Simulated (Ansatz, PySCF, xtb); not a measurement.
Reaction (SMILES): [SiH3]N[SiH2][OH+][SiH3] → [SiH3][NH2+][SiH2]O[SiH3]
Geometries: B3LYP-D3(BJ)/def2-TZVP minima from Ansatz (an electronic-structure program), one conformer each, not searched for the lowest.

Quantity: isomerisation energy (enthalpy at 298 K, with B3LYP-D3(BJ) rigid-rotor harmonic-oscillator terms from PySCF), in kcal/mol. Valence correlation only, unless marked. No spin-orbit coupling. Non-relativistic. CBS marks a two-point X^-3 extrapolation of the correlation energy; Hartree-Fock from the larger set.

```csv
level,program,isomerisation energy (kcal/mol)
GFN1-xTB,xtb,(withheld)
GFN2-xTB,xtb,(withheld)
BLYP/def2-TZVPD,Ansatz,(withheld)
PBE0/STO-3G,Ansatz,-3.5
PBE0-D3(BJ)/def2-TZVPD,Ansatz + dftd3,-19.4
PBE0/def2-TZVP,Ansatz,(withheld)
BHLYP-D3(BJ)/def2-TZVPD,Ansatz + dftd3,-20.4
HSE06-D4/def2-TZVPD,Ansatz + dftd4,-19.4
SCS-MP2/cc-pV(D+d)Z,Ansatz,-17.7
CCSD/cc-pV(Q+d)Z,Ansatz,-20.0
"CCSD(T)/CBS(cc-pV(T+d)Z,cc-pV(Q+d)Z)",Ansatz,-19.6
```

Question: Complete the blanks.

Answer: 
- GFN1-xTB, isomerisation energy (kcal/mol): -37.7
- GFN2-xTB, isomerisation energy (kcal/mol): -21.1
- BLYP/def2-TZVPD, isomerisation energy (kcal/mol): -19.2
- PBE0/def2-TZVP, isomerisation energy (kcal/mol): -19.8
